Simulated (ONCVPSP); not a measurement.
Plane-wave convergence, ONCV potential for Gd (Z = 64)

| Quantity | Value |
| --- | --- |
| Element | Gd (Z = 64) |
| Generator | ONCVPSP 4.0.1 |
| Type | optimised norm-conserving Vanderbilt (ONCV) |
| Functional | PBE |
| Relativity | scalar-relativistic |
| Frozen core | [Kr] 4d10 |
| Valence charge | 18 |
| Reference configuration | 4f7 5s2 5p6 5d1 6s2 |
| Partial waves | 5s+6s: rc 2.50 bohr, ncon 3, nbas 6, qcut 4 1/bohr, 2 projectors; 5p: rc 2.20 bohr, ncon 5, nbas 8, qcut 6.7 1/bohr, 2 projectors, debl 3.4 Ha; 5d: rc 2.50 bohr, ncon 4, nbas 9, qcut 4.2 1/bohr, 2 projectors, debl 2.2 Ha; 4f: rc 0.90 bohr, ncon 3, nbas 8, qcut 22.8 1/bohr, local |
| Local potential | the f channel |
| Core correction | Teter function, fcfact 2.5, rcfact 1.1 |

For each optimised wave give the share of its norm inside rc, the residual kinetic energy above qcut (Ha) and the cutoffs (Ha) for errors of 10, 1, 0.1 and 0.01 mHa per electron.

```csv
wave,norm inside rc,residual KE,10 mHa,1 mHa,0.1 mHa,0.01 mHa
5s,0.985,5.5e-06,3.1,4.1,5.1,6.1
6s,0.118,4.2e-05,2.3,3.6,6.9,18.2
5p,0.878,4.7e-06,10.1,15.5,18.8,21.8
p projector 2,0.125,2.2e-05,10.3,16.7,20.3,28.5
5d,0.489,1.6e-04,5.5,7.4,9.9,42.3
d projector 2,0.214,3.2e-03,7.6,10.9,29.5,58.3
4f,0.637,7.4e-07,152.9,179.1,201.2,219.1
```

The occupied waves need 179 Ha and 201 Ha for 1 and 0.1 mHa. Note: ghosts flagged at negative energy: s at -862.6 eV, s at -43.0 eV, p at -554.9 eV, d at -55.8 eV; GHOST(+) flagged for d at 481.2 eV. A true bound ghost makes a file unfit for plane-wave use. 1 of 4 tests not solved or not reliable.
